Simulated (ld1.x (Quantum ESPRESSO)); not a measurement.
## Cutoff test, Cd (Z = 48), TM

```
Element                 : Cd (Z = 48)
Generator               : ld1.x (Quantum ESPRESSO) 7.5
Type                    : norm-conserving Troullier–Martins (Kleinman–Bylander form)
Functional              : LDA (PZ)
Relativity              : scalar-relativistic
Frozen core             : [Kr]
Valence charge          : 12
Reference configuration : 4d10 5s1.5 5p0 (charge +0.5)
Partial waves           : 5s (bound): rc 2.10 bohr; 5p (bound, empty): rc 2.05 bohr; 4d (bound): rc 1.20 bohr
Local potential         : the d channel
Core correction         : none
```

The pseudo-atom Hamiltonian at the reference potential is diagonalised in spherical Bessel functions j_l(qr) that vanish at 20 bohr, with q² up to the cutoff. All-electron valence levels (Ry): 5s -0.7049, 5p -0.3172, 4d -1.1874.

Task: How do the lowest levels (Ry) of each channel move with the cutoff, and are there ghosts?

Result:

| cutoff (Ry) | s #1 | s #2 | s #3 | p #1 | p #2 | d #1 | f #1 | f #2 | Σ f·Δε (mRy) |
| --- | --- | --- | --- | --- | --- | --- | --- | --- | --- |
| 8 | -3.0389 | -0.6991 | -0.1055 | -0.3165 | -0.0437 | -0.1135 | 0.0365 | 0.1477 | 10747.6 |
| 12 | -6.4260 | -0.6999 | -0.1060 | -0.3203 | -0.0441 | -0.2180 | 0.0365 | 0.1477 | 9701.9 |
| 18 | -9.6683 | -0.7034 | -0.1060 | -0.3685 | -0.2371 | -0.4607 | 0.0365 | 0.1477 | 7268.9 |
| 25 | -11.1025 | -0.7046 | -0.1061 | -2.0092 | -0.3167 | -0.6904 | 0.0365 | 0.1477 | 4970.9 |
| 35 | -11.9903 | -0.7048 | -0.1061 | -2.9398 | -0.3169 | -0.9695 | 0.0365 | 0.1477 | 2179.8 |
| 45 | -12.2056 | -0.7048 | -0.1062 | -3.2226 | -0.3171 | -1.1013 | 0.0365 | 0.1477 | 861.2 |
| 55 | -12.2641 | -0.7048 | -0.1062 | -3.3268 | -0.3171 | -1.1606 | 0.0365 | 0.1477 | 267.7 |
| 70 | -12.2752 | -0.7049 | -0.1062 | -3.3876 | -0.3172 | -1.1829 | 0.0365 | 0.1477 | 44.8 |
| 90 | -12.2756 | -0.7049 | -0.1062 | -3.3962 | -0.3172 | -1.1871 | 0.0365 | 0.1477 | 2.9 |
| 110 | -12.2764 | -0.7049 | -0.1062 | -3.3963 | -0.3172 | -1.1873 | 0.0365 | 0.1477 | 0.9 |
| 140 | -12.2771 | -0.7049 | -0.1062 | -3.3964 | -0.3172 | -1.1873 | 0.0365 | 0.1477 | 0.6 |
| 400 | -12.2772 | -0.7049 | -0.1062 | -3.3967 | -0.3172 | -1.1874 | 0.0365 | 0.1477 | 0.0 |

Result: ghost states, extra bound levels that the all-electron valence spectrum of the same l lacks: s at -167.0 eV, p at -46.2 eV (a true bound ghost makes a file unfit for plane-wave use); 10 mRy is reached at 90 Ry and 1 mRy at 110 Ry.
